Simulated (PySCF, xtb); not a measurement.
CH₄N, SMILES C[NH], multiplicity 2.

Harmonic wavenumbers (cm⁻¹) from GFN2-xTB (xtb) at its own minimum, in rising order: 122, 921, 991, 1171, 1295, 1338, 1419, 1450, 2778, 2827, 2993, 3313.

Task: What does PBE-D3(BJ)/def2-TZVP (PySCF) give at its own minimum? (Estimate from the structure and the level; the computed values follow.)

Result: 242, 902, 980, 1028, 1293, 1328, 1413, 1433, 2867, 2899, 3023, 3281. Paired by order, the mean absolute difference is 46 cm⁻¹ and the zero-point energies are 29.5 and 29.6 kcal/mol.
